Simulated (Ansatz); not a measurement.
Calculated with Ansatz (gas phase, PBE0-D4/def2-TZVP geometries, no zero-point term in ΔE). CBS: MP2 limit from def2 TZ/QZ plus the TZ coupled-cluster correction, frozen cores. This one scheme is used for every species. Double bonds are as drawn, so ΔE can hold a change between cis and trans. Functionals use def2-TZVPP. One conformer a species, not always the lowest.

Consider the substitution at a C–S bond: `O[SiH2]/C(O)=C/S` + HCl → `O[SiH2]/C(O)=C\Cl` + H₂S.

Q: Is it downhill or uphill in electronic energy at CCSD(T)/CBS, and by how much? (An estimate is asked.)

A: Ansatz gave: Uphill: ΔE = +32.2 kJ/mol.

Q: What do these levels give: B2PLYP, MP2/def2-TZVPP, MP2/def2-QZVPP, SCS-MP2/def2-QZVPP, HF/CBS(def2), MP2/CBS(def2)? (An estimate is asked.)

A: Computed: B2PLYP 32.4, MP2/def2-TZVPP 36.6, MP2/def2-QZVPP 36.1, SCS-MP2/def2-QZVPP 33.5, HF/CBS(def2) 32.4, MP2/CBS(def2) 35.9 kJ/mol.

Largest T1 diagnostic among the species: 0.013.
